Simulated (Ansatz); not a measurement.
Total energies of the cluster Cu2Se⁺ from Ansatz at PBE0-D4/def2-TZVP, gas phase (1 Eh = 27.2114 eV = 2625.5 kJ/mol). The reference geometry is relaxed at r2SCAN-D4/def2-TZVP.

```xyz
3

Cu    1.2866   -0.5542    0.4367
Cu   -0.3524    1.0986   -0.9067
Se   -0.9343   -0.5444    0.4701
```

```csv
state,geometry,energy (Eh)
charge 1 doublet,reference,-5681.61376
charge 0 singlet,reference,-5681.88983
charge 1 quartet,relaxed at r2SCAN-D4/def2-TZVP,-5681.52504
```

(1) Work out the vertical electron affinity, to the singlet.

(2) Which of the charge 1 states is lowest, and how far above it are the others?

(1) E(charge 1 doublet) − E(charge 0 singlet) = -5681.61376 − (-5681.88983) = 0.27607 Eh = 7.51 eV.

(2) The doublet. quartet: -5681.52504 − (-5681.61376) = 0.08872 Eh = 232.9 kJ/mol.

The structure comes from a short search, and lower isomers may exist.
